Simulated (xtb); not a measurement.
CHO₂, charge +1, singlet, geometry from GFN2-xTB. Base run: xtb with GFN2-xTB.

Geometry (Å):
```xyz
4

C     -0.0070     0.0099    -0.1104
O     -0.0234    -0.0215     1.0763
O      0.0977    -0.0339    -1.2188
H     -0.5527     0.3837     1.8016
```
Charge +1, spin multiplicity 1.
All else is at xtb's defaults.
Base energy -10.26158 Eh.

Variants of this job, named by their change:

```json
[
 {"change": "base", "ΔE vs base (kcal/mol)": "0.000", "HOMO-LUMO gap (eV)": "7.96", "G_solv (kcal/mol)": "-", "SCF cycles": "9"},
 {"change": "alpb = ch2cl2", "ΔE vs base (kcal/mol)": "-60.86", "HOMO-LUMO gap (eV)": "7.94", "G_solv (kcal/mol)": "-61.27", "SCF cycles": "9"},
 {"change": "acc = 30", "ΔE vs base (kcal/mol)": "0.000", "HOMO-LUMO gap (eV)": "7.96", "G_solv (kcal/mol)": "-", "SCF cycles": "7"},
 {"change": "alpb = ether", "ΔE vs base (kcal/mol)": "-63.9", "HOMO-LUMO gap (eV)": "7.98", "G_solv (kcal/mol)": "-65.83", "SCF cycles": "9"},
 {"change": "etemp = 5000", "ΔE vs base (kcal/mol)": "-0.005", "HOMO-LUMO gap (eV)": "7.96", "G_solv (kcal/mol)": "-", "SCF cycles": "9"},
 {"change": "gbsa = chcl3", "ΔE vs base (kcal/mol)": "-59.77", "HOMO-LUMO gap (eV)": "7.92", "G_solv (kcal/mol)": "-60.45", "SCF cycles": "9"},
 {"change": "file = coord", "ΔE vs base (kcal/mol)": "0.000", "HOMO-LUMO gap (eV)": "7.96", "G_solv (kcal/mol)": "-", "SCF cycles": "9"},
 {"change": "alpb = dmf", "ΔE vs base (kcal/mol)": "-70.8", "HOMO-LUMO gap (eV)": "8.00", "G_solv (kcal/mol)": "-73.07", "SCF cycles": "9"}
]
```

ALPB and GBSA are two models with their own fitted parameters for each solvent, which aren't always the measured dielectric constant.
